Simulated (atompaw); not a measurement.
## Before and after: PAW (atompaw) potential for hafnium

hafnium, PAW, made with atompaw 4.2.0.5 (PBEsol, scalar-relativistic). Core [Xe] 4f14, reference 5d1 6s0 6p0 (charge +3). Waves: 6s (bound, empty): rc 2.75 bohr; 6s channel at 1.15 Ry: rc 2.75 bohr; 6p (bound, empty): rc 3.00 bohr; 6p channel at -0.05 Ry: rc 3.00 bohr; 5d (bound): rc 3.00 bohr; 5d channel at -1.4 Ry: rc 3.00 bohr. Local part: bessel scheme, radius 2.80 bohr. Core correction: smooth core density matched at 1.75 bohr. Augmentation charge: sinc compensation charge, radius 2.60 bohr; PAW radius 3.00 bohr; waves and projectors: custom polynom2 7 10 vanderbiltortho.

Change: all radii scaled by about 1.21 (s 3.32, p 3.62, d 3.62 bohr); local potential bessel scheme, radius 3.38 bohr; augmentation sinc compensation charge, radius 3.14 bohr; PAW radius 3.62 bohr; waves and projectors: custom polynom2 7 10 vanderbiltortho; core correction smooth core density matched at 2.12 bohr.

Cutoffs: the cutoffs (Ry, on a coarse ladder) from which the occupation-weighted sum of valence levels, in a spherical-Bessel basis at the reference potential, stays within 10 and 1 mRy of its value at 400 Ry; they do not see the model core or the augmentation charge, which bear on the density cutoff.

Problem. What does the change do?

Solution. The potential gets softer (12 Ry and 30 Ry → 8 Ry and 15 Ry); neither file shows a bound ghost. A larger radius leaves more room for a smooth pseudo-wave, so fewer plane waves are needed.

```json
{"quantity": "cutoff, loose", "base": "12 Ry", "changed": "8 Ry"}
{"quantity": "cutoff, tight", "base": "30 Ry", "changed": "15 Ry"}
{"quantity": "bound ghosts", "base": "none", "changed": "none"}
{"quantity": "lowest overlap eigenvalue by channel", "base": "s 0.73, p 0.88, d 0.91", "changed": "s 0.64, p 0.86, d 0.95"}
```

 The cutoffs see the waves, projectors and local potential, not the compensation charge or the core.
